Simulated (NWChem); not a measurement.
System meant: SiNH3BrCl; SMILES N[SiH](Cl)Br

NWChem input:

```
start job
memory heap 200 mb stack 900 mb global 1100 mb
geometry units angstroms noautosym nocenter noautoz
  Si     0.418807    -0.567254     0.461892
  N      1.936803    -0.955820    -0.210653
  Cl    -0.898319    -2.058703    -0.063410
  Br    -0.466446     1.358096    -0.251450
  H      0.538755    -0.455781     1.932840
  H      2.012693    -1.228712    -1.184781
  H      2.766078    -0.464653     0.106359
end
basis spherical
  Si library 6-31g*
  N library 6-31g*
  Cl library 6-31g*
  Br library 6-31g*
  H library 6-31g*
end
dft
  xc m06-2x
  iterations 150
end
property
  shielding
end
task dft property
```

End of the output:

```
 Vector   41  Occ=0.000000D+00  E= 7.417577D-02
              MO Center=  8.0D-01, -9.2D-01,  2.5D-01, r^2= 5.0D+00
   Bfn.  Coefficient  Atom+Function         Bfn.  Coefficient  Atom+Function
  ----- ------------  ---------------      ----- ------------  ---------------
    12      1.135194  1 Si py                24      1.072470  2 N  s
    64     -0.522021  4 Br s                 13      0.484857  1 Si pz
    11     -0.472517  1 Si px                42      0.454263  3 Cl s
    88     -0.436787  7 H  s                 43      0.419008  3 Cl px
     8      0.369730  1 Si py                10     -0.318181  1 Si s

 center of mass
 --------------
 x =  -0.28947870 y =   0.06055346 z =  -0.13566727

 moments of inertia (a.u.)
 ------------------
        1197.511556576909          77.759065625734         -29.455138837916
          77.759065625734         455.407736566635          94.059997922111
         -29.455138837916          94.059997922111        1537.568896848938

     Multipole analysis of the density
     ---------------------------------

     L   x y z        total         alpha         beta         nuclear
     -   - - -        -----         -----         ----         -------
     0   0 0 0     -0.000000    -38.000000    -38.000000     76.000000

     1   1 0 0      1.149276      7.055064      7.055064    -12.960852
     1   0 1 0      0.002068      4.012953      4.012953     -8.023839
     1   0 0 1     -0.001246      3.809428      3.809428     -7.620103

     2   2 0 0    -34.150693   -127.849822   -127.849822    221.548950
     2   1 1 0     -0.506794     19.424751     19.424751    -39.356295
     2   1 0 1     -1.059072     -7.451359     -7.451359     13.843647
     2   0 2 0    -41.539898   -287.597459   -287.597459    533.655020
     2   0 1 1      1.053060     21.000115     21.000115    -40.947170
     2   0 0 2    -36.305314    -37.310762    -37.310762     38.316210

          -----------------------------------------
          Chemical Shielding Tensors (GIAO, in ppm)
          -----------------------------------------

 ------------------------------------------------------------------------
  xm06: d2 not coded                    0
 ------------------------------------------------------------------------
 ------------------------------------------------------------------------
  current input line :
    26: task dft property
 ------------------------------------------------------------------------
 ------------------------------------------------------------------------
 This error has not yet been assigned to a category
 ------------------------------------------------------------------------
 For more information see the NWChem manual at https://nwchemgit.github.io

0: xm06: d2 not coded:Received an Error in Communication
```

Problem. Find the fault in this run and fix the input.

Solution. The program stopped with an error. Cause: this functional's second derivatives, which shieldings need, aren't coded here; the fix takes a hybrid GGA instead. This input runs:
```
start job
memory heap 200 mb stack 900 mb global 1100 mb
geometry units angstroms noautosym nocenter noautoz
  Si     0.418807    -0.567254     0.461892
  N      1.936803    -0.955820    -0.210653
  Cl    -0.898319    -2.058703    -0.063410
  Br    -0.466446     1.358096    -0.251450
  H      0.538755    -0.455781     1.932840
  H      2.012693    -1.228712    -1.184781
  H      2.766078    -0.464653     0.106359
end
basis spherical
  * library 6-31g*
end
dft
  xc pbe0
  iterations 150
end
property
  shielding
end
task dft property
```
It converges to -3379.54744 Ha (PBE0/6-31G* (spherical d), GIAO).
